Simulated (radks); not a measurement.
Problem. These are the eigenvalues of the occupied orbitals of an atom or ion with whole-number occupations (Ry). Calculated with a radial shooting solver on a logarithmic mesh with Libxc functionals: Dirac Kohn-Sham, relativistic LDA (MacDonald-Vosko exchange, VWN5 correlation), spin-unpolarised, spherical densities, finite nucleus; Fermi nuclear charge, rms radius of each element as measured or else 0.836 A^(1/3) + 0.57 fm.

| orbital | eigenvalue |
|---|---|
| 1s1/2 | -1525.218 |
| 2s1/2 | -218.3164 |
| 2p1/2 | -201.6824 |
| 2p3/2 | -193.0634 |
| 3s1/2 | -38.45248 |
| 3p1/2 | -32.01433 |
| 3p3/2 | -30.57091 |
| 3d3/2 | -19.08650 |
| 3d5/2 | -18.80774 |
| 4s1/2 | -5.92873 |
| 4p1/2 | -4.03480 |
| 4p3/2 | -3.81606 |
| 4d3/2 | -1.06056 |
| 4d5/2 | -1.03877 |
| 5s1/2 | -0.85793 |

Which element is it, and in what charge state? The configuration may be excited. Open shells, if any, fill j = l - 1/2 first.

Solution. Z = 43, technetium, charge +1: Tc+ in [Kr] 4d5 5s1. The list shows which subshells hold electrons but not how many an open one holds; the 1s level, -762.61 hartree, gives Z - s = 39.1 by -(Z - s)^2/2, which with screening and relativity narrows Z to a few neighbours, and the depths of the outer levels then fix element, charge and occupations together.
